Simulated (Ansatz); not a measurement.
```tsv
atom	x (Å)	y (Å)	z (Å)
C	0.0000	0.0000	0.0000
C	0.0000	0.0000	1.5200
O	0.0000	1.3600	-0.4419
H	-0.8818	-0.5183	-0.3766
H	0.8818	-0.5183	-0.3766
H	0.0000	-1.0275	1.8839
H	0.8898	0.5137	1.8839
H	-0.8898	0.5137	1.8839
H	0.0000	1.3853	-1.4066
```

Basis set: cc-pVDZ (spherical functions). Frozen core: 3 orbitals. Charge 0, multiplicity 1.

Computed with Ansatz (development build ahead of 0.2.0); each method stands on the lowest determinant of its kind that the runs found. Restricted open shells among the atoms or ions are ROHF, correlated in semicanonical orbitals with singles.

(1) Give the atomization energy at this shape (free ground-state atoms in the same class of orbitals less the molecule, no zero-point energy) of singlet C2H6O by RHF-MP2, RHF.

## Answers

(1)

```tsv
method	atomization energy
RHF-MP2	3167.6 kJ/mol
RHF	2477.7 kJ/mol
```
